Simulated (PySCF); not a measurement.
C₂H₇NSi₃, SMILES [SiH]1([SiH2]N[SiH2]1)C#C.

Geometry: B3LYP-D3(BJ)/def2-SVP. This is a generated structure with no PubChem entry under its InChIKey; it may be hypothetical.

The numbers are results of PBE0/def2-TZVP (PySCF), not measurements.

Isolated molecule, no solvent.

```json
{
  "total_energy": "-1003.17943 hartree",
  "point_group": "Cs",
  "highest_occupied_level": "-7.04 eV",
  "lowest_empty_level": "-0.74 eV",
  "orbital_gap": "6.30 eV",
  "dipole_moment": "0.80 D",
  "quadrupole, principal values (traceless, Buckingham form, about the centre of nuclear charge)": "-6.17, -3.18, 9.35 D·Å",
  "mean_static_polarisability": "111.7 bohr³ (16.56 Å³)",
  "polarisability_principal_values": "90.6, 109.2, 135.4 bohr³"
}
```
